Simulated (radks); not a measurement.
Values are calculated unless marked as measured or tabulated.
Problem. These are the eigenvalues of the occupied orbitals of an atom or ion with whole-number occupations (eV). Level of theory: Dirac Kohn-Sham, HCTH/407, spin-unpolarised, spherical densities, finite nucleus; Fermi nuclear charge, rms radius of each element as measured or else 0.836 A^(1/3) + 0.57 fm (a radial shooting solver on a logarithmic mesh with Libxc functionals).

orbital  eigenvalue
1s1/2     -15084.09
2s1/2     -2070.161
2p1/2     -1885.101
2p3/2     -1824.255
3s1/2     -358.4679
3p1/2     -291.7660
3p3/2     -282.5658
3d3/2     -165.4311
3d5/2     -163.8501
4s1/2      -82.6794
4p1/2      -65.1817
4p3/2      -63.9366
4d3/2      -38.1761
4d5/2      -38.0286

Which element is it, and in what charge state? The configuration may be excited. Open shells, if any, are shared by 2j + 1.

Solution. Z = 37, rubidium, charge +4: Rb4+ in [Ar] 3d10 4s2 4p1 4d2. The list shows which subshells hold electrons but not how many an open one holds; the 1s level, -554.33 hartree, gives Z - s = 33.3 by -(Z - s)^2/2, which with screening and relativity narrows Z to a few neighbours, and the depths of the outer levels then fix element, charge and occupations together.
